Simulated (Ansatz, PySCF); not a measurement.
Molecule: tetramethylsilane, C$_{4}$H$_{12}$Si, net charge 0, singlet state. 
Coordinates optimised at B3LYP-D3(BJ)/def2-TZVP (Ansatz, a first-principles code):
```xyz
17

Si     0.0000     0.0000     0.0000
C     -1.1396    -0.5879     1.3747
C      1.1691     1.3098     0.6723
C      0.9968    -1.4542    -0.6525
C     -1.0263     0.7324    -1.3945
H     -0.5712    -1.0198     2.2018
H     -1.7338     0.2368     1.7754
H     -1.8328    -1.3516     1.0140
H      1.7807     0.9134     1.4863
H      1.8458     1.6721    -0.1051
H      0.6181     2.1700     1.0599
H      1.6052    -1.9023     0.1367
H      0.3436    -2.2341    -1.0511
H      1.6704    -1.1436    -1.4547
H     -1.7173    -0.0066    -1.8069
H     -1.6183     1.5818    -1.0456
H     -0.3905     1.0839    -2.2106
```
Charge 0, spin multiplicity 1.

PBE beside other levels, property by property. Correlated levels leave the core frozen unless marked. Open shells are spin-unrestricted. Spin-orbit coupling is left out. No relativistic terms. Basis-set limits of correlation are two-point, X^-3; Hartree-Fock from the larger set. [CCSD(T)-MP2]/basis is that difference in the basis named. Rows marked 298 K are enthalpies with B3LYP-D3(BJ) harmonic zero-point and thermal terms. Atomisation energies are electronic, to ground-state atoms; the column to compare with has the core term from cc-pwCVTZ added, other frozen-core levels have none. Frequencies are from Ansatz or PySCF. The coupled-cluster column (Ansatz) is a level with limits of its own: (a) RI-MP2/CBS(cc-pV(T+d)Z,cc-pV(Q+d)Z)+[CCSD(T)-MP2]/cc-pV(T+d)Z; (b) CCSD(T)/CBS(cc-pV(T+d)Z,cc-pV(Q+d)Z).

| property | PBE0/def2-TZVPD (Ansatz) | HSE06/def2-TZVPD (Ansatz) | CCSD(T)/cc-pV(D+d)Z (Ansatz) | coupled cluster |
|---|---|---|---|---|
| C-H bond dissociation enthalpy, 298 K, to [CH2][Si](C)(C)C + H atom (kcal/mol) | 97.6 | 97.7 | 96.8 | 101.8 (a) |
| atomisation energy (kcal/mol) | 1537.0 | 1538.3 | 1435.5 | 1547.2 (b) |
| C-Si bond dissociation enthalpy, 298 K, to [CH3] (CH3) + C[Si](C)C (kcal/mol) | 87.2 | 87.3 | 87.3 | 92.9 (b) |

Q: What does PBE/def2-TZVPD (Ansatz) give for each property, and on which side of coupled cluster does it fall?

A: 
- C-H bond dissociation enthalpy, 298 K, to [CH2][Si](C)(C)C + H atom: PBE lies 3.9 kcal/mol below coupled cluster; PBE gives 97.9 kcal/mol.
- atomisation energy: PBE lies 1.5 kcal/mol below coupled cluster; PBE gives 1545.7 kcal/mol.
- C-Si bond dissociation enthalpy, 298 K, to [CH3] (CH3) + C[Si](C)C: PBE lies 6.2 kcal/mol below coupled cluster; PBE gives 86.7 kcal/mol.
